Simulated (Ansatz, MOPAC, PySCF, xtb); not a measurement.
Diatomic CdF+, closed-shell singlet (lowest of 2S+1 = 1, 3 at CCSD(T)/def2-TZVPP on PBE0 minima; our sources give no spin for the ground state, which may be another). No spin–orbit coupling.

Constants: fifth-degree fit in 1/R to seven points, most abundant isotopes. Runs in def2 and cc sets follow the lowest solution found near the PBE0 minimum. The singlet is held restricted. HF and MP2 rows in def2 and cc sets belong to the determinant that coupled cluster picked by its CCSD energy.

Programs: Ansatz (a first-principles code) with Gaussian orbitals; MOPAC for PM3, PM6, PM7 (differences of heats of formation); PySCF for 3-21G rows, LANL2DZ rows; xtb for the GFN methods. Each number belongs to the level named beside it. In def2 rows elements past Kr take small-core potentials, without spin–orbit coupling.

| level | r_e (Å) | ω_e (cm⁻¹) | α_e (cm⁻¹) | ω_e x_e (cm⁻¹) |
|---|---|---|---|---|
| PM3 | 1.972 | 445 | 0.0012 | 1.5 |
| PM6 | 1.972 | 354 | 0.0026 | -0.25 |
| PM7 | 1.833 | 738 | 0.0016 | 2.4 |
| GFN2-xTB | 1.936 | 347 | 0.0021 | 0.35 |
| HF/3-21G | 1.928 | 673 | 0.0016 | 2.8 |
| HF/def2-TZVPP | 1.896 | 672 | 0.0016 | 2.6 |
| HF/def2-QZVPP | 1.894 | 679 | 0.0016 | 2.6 |
| SVWN5/def2-TZVPP | 1.883 | 624 | 0.0020 | 3.2 |
| PBE/def2-TZVPP | 1.922 | 580 | 0.0020 | 3.1 |
| BP86/LANL2DZ | 1.951 | 570 | 0.0020 | 3.5 |
| r2SCAN/def2-TZVPP | 1.903 | 616 | 0.0019 | 3.1 |
| B97M-V/def2-TZVPP | 1.906 | 608 | 0.0020 | 3.2 |
| B3LYP/LANL2DZ | 1.940 | 590 | 0.0020 | 3.4 |
| B3LYP/def2-TZVPP | 1.914 | 604 | 0.0019 | 3.1 |
| PBE0/def2-TZVPP | 1.900 | 623 | 0.0019 | 3.0 |
| BHLYP/def2-TZVPP | 1.895 | 648 | 0.0018 | 2.9 |
| CAM-B3LYP/def2-TZVPP | 1.897 | 636 | 0.0018 | 2.9 |
| wB97X-V/def2-TZVPP | 1.898 | 640 | 0.0017 | 2.8 |
| wB97M-V/def2-TZVPP | 1.902 | 635 | 0.0018 | 2.7 |
| B2PLYP/def2-TZVPP | 1.909 | 612 | 0.0020 | 3.3 |
| MP2/def2-TZVPP | 1.889 | 647 | 0.0018 | 3.1 |
| MP2/def2-QZVPP | 1.887 | 657 | 0.0017 | 2.9 |
| MP2/CBS(def2-TZVPP, def2-QZVPP) | 1.887 | 658 | 0.0017 | 2.8 |
| SCS-MP2/def2-TZVPP | 1.896 | 640 | 0.0019 | 3.1 |
| SCS-MP2/def2-QZVPP | 1.894 | 650 | 0.0017 | 2.9 |
| CCSD/def2-TZVPP | 1.895 | 640 | 0.0019 | 3.3 |
| CCSD/def2-QZVPP | 1.892 | 654 | 0.0018 | 3.0 |
| CCSD(T)/def2-TZVPP | 1.902 | 619 | 0.0021 | 3.8 |
| CCSD(T)/def2-QZVPP | 1.899 | 634 | 0.0019 | 3.4 |
| CCSD(T)/CBS(def2-TZVPP, def2-QZVPP) | 1.898 | 639 | 0.0018 | 3.3 |

Correlated levels freeze the inner cores; with def2 sets outer-core shells near the valence are correlated too. CBS: X⁻³ extrapolation of the correlation energy, Hartree–Fock from the larger set. Rows in 3-21G, LANL2DZ carry no dispersion term and start afresh at each structure; the Pople sets are all-electron and without relativity. LANL2DZ brings its own core potentials from Na on. The state that PM3, PM6, PM7 reach isn't checked; PM7 holds dispersion and hydrogen-bond terms.
